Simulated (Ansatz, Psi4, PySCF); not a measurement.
FRb, triplet, at the geometry of the source list (a higher spin typed on purpose: for a closed-shell molecule this is an excited state) (core potentials on Rb). Base run: PySCF with WB97M-V/def2-SVPD.

PySCF was given this input:
```python
from pyscf import gto, scf, dft

mol = gto.Mole()
mol.atom = '''
    Rb   -0.58730000   -0.48430000   -0.79330000
    F     0.58730000    0.48430000    0.79330000
'''
mol.basis = 'def2-svpd'
mol.ecp = {'Rb': 'def2-svpd'}
mol.spin = 2
mol.verbose = 4
mol.build()

mf = dft.UKS(mol)
mf.xc = 'wb97m_v'
mf.kernel()
```

The same geometry, method and basis name were run in Ansatz (a program for electronic structure) and Psi4 and PySCF, at each program's defaults and at the settings that a row names. The base is PySCF at its defaults. Differences at the defaults can come from grids, fitting, cores and function types together.

```
code and settings                                                                             ΔE vs base (mEh)  basis functions      E (Eh)  SCF cycles  dipole (D)
--------------------------------------------------------------------------------------------  ----------------  ---------------  ----------  ----------  ----------
PySCF, defaults (exact integrals, its default grid, spherical functions)                                 0.000               50  -123.61953          15        1.58
Psi4, defaults (density fitting with its default set, its default grid, spherical functions)             0.127               50  -123.61941           9        1.58
Ansatz, defaults (factorised integrals, its default grid, spherical functions)                           0.024               50  -123.61951           -           -
PySCF, density fitting with def2-universal-jkfit                                                         0.002               50  -123.61953          15        1.58
PySCF, fine grid                                                                                         0.031               50  -123.61950          11        1.58
Psi4, exact integrals, spherical functions, fine grid                                                   -0.026               50  -123.61956          12        1.58
Ansatz, high accuracy                                                                                    0.016               50  -123.61952           -           -
```

Open shells are given as the SCF converged; they aren't shown to be the lowest states, and a large step between rows can be another state.
